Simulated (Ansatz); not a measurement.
`FB[SiH2][SiH3]` and `OB(F)[SiH2][SiH3]` differ in one atom or group.

Ansatz, PBE0-D4/def2-TZVP geometries, multiplicity 1. Each molecule was computed in one conformer, which needn't be the lowest.

```
                                          property  `FB[SiH2][SiH3]`
size of the dipole moment (ωB97M-V/def2-TZVPP) / D              0.57
             HOMO–LUMO gap (B3LYP/def2-TZVPP) / eV              5.68
             LUMO energy (ωB97M-V/def2-TZVPP) / eV              0.07
               HOMO–LUMO gap (PBE/def2-TZVPP) / eV              3.92
                HOMO energy (PBE0/def2-TZVPP) / eV             -7.93
           HOMO–LUMO gap (ωB97M-V/def2-TZVPP) / eV             10.06
```

(1) What does the change do to each property? (An estimate is asked.)

Results:

(1) Ansatz gave: 
```tsv
property	`OB(F)[SiH2][SiH3]`	shift
size of the dipole moment (ωB97M-V/def2-TZVPP) / D	1.27	0.70
HOMO–LUMO gap (B3LYP/def2-TZVPP) / eV	6.95	1.27
LUMO energy (ωB97M-V/def2-TZVPP) / eV	1.10	1.03
HOMO–LUMO gap (PBE/def2-TZVPP) / eV	5.32	1.40
HOMO energy (PBE0/def2-TZVPP) / eV	-8.13	-0.20
HOMO–LUMO gap (ωB97M-V/def2-TZVPP) / eV	11.24	1.18
```

With PBE0 the HOMO falls by 0.20 eV and the LUMO rises by 1.07 eV, so the gap widens by about 1.27 eV. PBE moves the HOMO by -0.28 eV and ωB97M-V by -0.15 eV. Dipoles are sizes alone; their direction can turn.

B3LYP here is the variant with VWN-RPA as its local correlation; programs differ in this.
